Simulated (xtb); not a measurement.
HF5OW (SMILES [OH][W]([F])([F])([F])([F])[F]), singlet, geometry from GFN2-xTB (such geometries of metal compounds can be far from the true shape); GFN1-xTB (xtb).

xtb was given this input:
```
$ xtb mol.xyz --gfn 1 --acc 30 --json

# file mol.xyz
8

W      0.00634034    -0.01303555     0.00301076
F     -0.78081071     1.60532460    -0.37077427
F      1.41436142     0.93232006     0.77031304
F      0.84277491     0.09380034    -1.65648816
F     -0.89290696     0.00926971     1.63268256
F     -1.46449346    -0.82925000    -0.79411864
O      0.78305903    -1.60994707     0.37184191
H      1.19601609    -2.45897504     0.56793790
```

What the program printed (banner, timings and long lists left out):

```
   ID    Z sym.   atoms
    1   74 W      1
    2    9 F      2-6
    3    8 O      7
    4    1 H      8

           -------------------------------------------------
          |                Calculation Setup                |
           -------------------------------------------------

           -------------------------------------------------
          |                 G F N 1 - x T B                 |
           -------------------------------------------------

          ...................................................
          :                      SETUP                      :
          :.................................................:
          :  # basis functions                  36          :
          :  # atomic orbitals                  35          :
          :  # shells                           17          :
          :  # electrons                        48          :
          :  # halogen bonds                     0          :
          :  max. iterations                   250          :
          :  Hamiltonian                  GFN1-xTB          :
          :  restarted?                      false          :
          :  GBSA solvation                  false          :
          :  PC potential                    false          :
          :  electronic temp.          300.0000000     K    :
          :  accuracy                   30.0000000          :
          :  -> integral cutoff          0.2000000E+02      :
          :  -> integral neglect         0.3000000E-06      :
          :  -> SCF convergence          0.3000000E-04 Eh   :
          :  -> wf. convergence          0.6000000E-03 e    :
          :  Broyden damping             0.4000000          :
          :  net charge                          0          :
          :  unpaired electrons                  0          :
          ...................................................

 iter      E             dE          RMSdq      gap      omega  full diag
   1    -33.6595075 -0.336595E+02  0.102E+01    8.02       0.0  T
   2    -33.6943488 -0.348413E-01  0.505E+00    6.89       1.0  T
   3    -33.7000705 -0.572168E-02  0.111E+00    6.23       1.0  T
   4    -33.7001360 -0.655465E-04  0.580E-02    6.28       1.0  T
   5    -33.7001398 -0.379796E-05  0.422E-03    6.29       8.4  T
   6    -33.7001399 -0.757227E-07  0.112E-03    6.29      31.5  T

   *** convergence criteria satisfied after 6 iterations ***

         :::::::::::::::::::::::::::::::::::::::::::::::::::::
[...]
         :: total energy             -33.646934561615 Eh    ::
[...]
        30                          0.0985312               2.6812
        31                          0.2449505               6.6654
        32                          0.2449505               6.6654
        33                          0.3483418               9.4789
        34                          0.4080994              11.1049
        35                          0.8170732              22.2337
      -------------------------------------------------------------
                  HL-Gap            0.2311764 Eh            6.2906 eV
             Fermi-level           -0.3933635 Eh          -10.7040 eV

  Mulliken/CM5 charges         n(s)   n(p)   n(d)
     1W     2.96642  3.71992   0.354  0.754  1.925
     2F    -0.51182 -0.63203   1.827  5.685  0.000
     3F    -0.51996 -0.63307   1.831  5.689  0.000
     4F    -0.51996 -0.63307   1.831  5.689  0.000
     5F    -0.51996 -0.63307   1.831  5.689  0.000
     6F    -0.51996 -0.63307   1.831  5.689  0.000
     7O    -0.76984 -1.11713   1.708  5.062  0.000
     8H     0.39508  0.56153   0.605  0.000  0.000

Wiberg/Mayer (AO) data.
largest (>0.10) Wiberg bond orders for each atom

 ---------------------------------------------------------------------------
     #   Z sym  total        # sym  WBO       # sym  WBO       # sym  WBO
 ---------------------------------------------------------------------------
     1  74 W    5.010 --     7 O    1.002     2 F    0.807     4 F    0.794
                             6 F    0.794     3 F    0.794     5 F    0.794
     2   9 F    0.900 --     1 W    0.807
     3   9 F    0.885 --     1 W    0.794
     4   9 F    0.885 --     1 W    0.794
     5   9 F    0.885 --     1 W    0.794
     6   9 F    0.885 --     1 W    0.794
     7   8 O    1.920 --     1 W    1.002     8 H    0.815
     8   1 H    0.843 --     7 O    0.815
 ---------------------------------------------------------------------------

Topologies differ in total number of bonds
Writing topology from bond orders to xtbtopo.mol

 dipole moment from electron density (au)
     X       Y       Z
   0.7727  -1.5887   0.3669  total (Debye):    4.586

           -------------------------------------------------
          | TOTAL ENERGY              -33.646934561615 Eh   |
          | GRADIENT NORM               0.096941009157 Eh/α |
          | HOMO-LUMO GAP               6.290628685555 eV   |
           -------------------------------------------------

normal termination of xtb
```
